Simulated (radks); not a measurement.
Problem. Species: Ho54+. Configuration: [Ne] 3s2 3p1. Method: Dirac Kohn-Sham, LB94 model potential, spin-unpolarised, spherical densities, finite nucleus; open shells fill j = l - 1/2 first; Fermi nuclear charge, rms radius 5.2022 fm; computed with a radial shooting solver on a logarithmic mesh with Libxc functionals. Some entries of the table are withheld. Estimate them.

orbital  occ.  eigenvalue (eV)  <1/r> (bohr^-1)
1s1/2       2        -59786.84              (1)
2s1/2       2        -13275.47              (2)
2p1/2       2        -12886.64              (3)
2p3/2       4        -11997.81              (4)
3s1/2       2        -5401.486            7.521
3p1/2       1        -5265.474              (5)
3p3/2       0        -5029.003              (6)

Solution. 
(1) 1s1/2 <1/r> (bohr^-1): 76.13
(2) 2s1/2 <1/r> (bohr^-1): 18.53
(3) 2p1/2 <1/r> (bohr^-1): 18.49
(4) 2p3/2 <1/r> (bohr^-1): 16.12
(5) 3p1/2 <1/r> (bohr^-1): 7.475
(6) 3p3/2 <1/r> (bohr^-1): 6.829
